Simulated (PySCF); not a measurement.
PbH₄: BP86 against PBE0

Base calculation in PySCF with density fitting and no spin–orbit coupling, BP86/def2-TZVP (scalar-relativistic core potentials): singlet, Td, Pb–H 1.768 Å (×4); wavenumbers 586 (×3), 661 (×2), 1764, 1802 (×3) cm⁻¹; gap between the highest occupied and lowest empty levels 6.26 eV, polar-tensor charge of Pb 1.09 e, atomisation energy (no zero-point energy) 973 kJ/mol.

Task: What changes on going to PBE0/def2-TZVP (scalar-relativistic core potentials)?

Result: The point group stays the same. Changes: mean bond to Pb -0.018 Å, highest wavenumber +83 cm⁻¹, lowest wavenumber +28 cm⁻¹, gap between the highest occupied and lowest empty levels +2.28 eV, polar-tensor charge of Pb +0.04 e, atomisation energy (no zero-point energy) -57 kJ/mol. The new structure has Pb–H 1.750 Å (×4), with wavenumbers 614 (×3), 692 (×2), 1866, 1885 (×3) cm⁻¹.

Spin–orbit coupling is large for PbH₄ and is left out. The structures come from searches over a few start shapes, so lower isomers are not excluded.
